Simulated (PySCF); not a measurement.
**Radial density of Xe⁺ (xenon, charge +1)**

M06, [Kr] 4d10 5s2 5p4 5d1, one real determinant (an excited configuration). All numbers are calculated (PySCF 2.14, the spin-free X2C one-electron Hamiltonian (Gaussian nucleus), in aug-cc-pVTZ-DK3 (8s7p5d2f, 68 functions)).

```json
{"r (bohr)": "0.0249", "4πr²ρ (e/bohr)": "66.57", "4πr²(ρα − ρβ)": "0.0172"}
{"r (bohr)": "0.0419", "4πr²ρ (e/bohr)": "62.56", "4πr²(ρα − ρβ)": "0.0461"}
{"r (bohr)": "0.0705", "4πr²ρ (e/bohr)": "88.14", "4πr²(ρα − ρβ)": "0.0497"}
{"r (bohr)": "0.119", "4πr²ρ (e/bohr)": "75.25", "4πr²(ρα − ρβ)": "0.0092"}
{"r (bohr)": "0.199", "4πr²ρ (e/bohr)": "72.57", "4πr²(ρα − ρβ)": "0.1240"}
{"r (bohr)": "0.335", "4πr²ρ (e/bohr)": "52.05", "4πr²(ρα − ρβ)": "0.0042"}
{"r (bohr)": "0.564", "4πr²ρ (e/bohr)": "27.25", "4πr²(ρα − ρβ)": "0.3184"}
{"r (bohr)": "0.949", "4πr²ρ (e/bohr)": "19.09", "4πr²(ρα − ρβ)": "0.0045"}
{"r (bohr)": "1.60", "4πr²ρ (e/bohr)": "5.475", "4πr²(ρα − ρβ)": "1.2452"}
{"r (bohr)": "2.69", "4πr²ρ (e/bohr)": "2.066", "4πr²(ρα − ρβ)": "1.0043"}
{"r (bohr)": "4.52", "4πr²ρ (e/bohr)": "0.2273", "4πr²(ρα − ρβ)": "0.1886"}
{"r (bohr)": "7.60", "4πr²ρ (e/bohr)": "0.002567", "4πr²(ρα − ρβ)": "0.0026"}
```

Densities and radii are taken from the X2C orbitals without a picture-change correction, which distorts them close to the nucleus.

⟨L²⟩ = 8.02 against 12 for a pure F term, so this real determinant mixes terms. The outer electron is Rydberg-like, and this basis confines it to a smaller radius and binds it less than a complete one would.
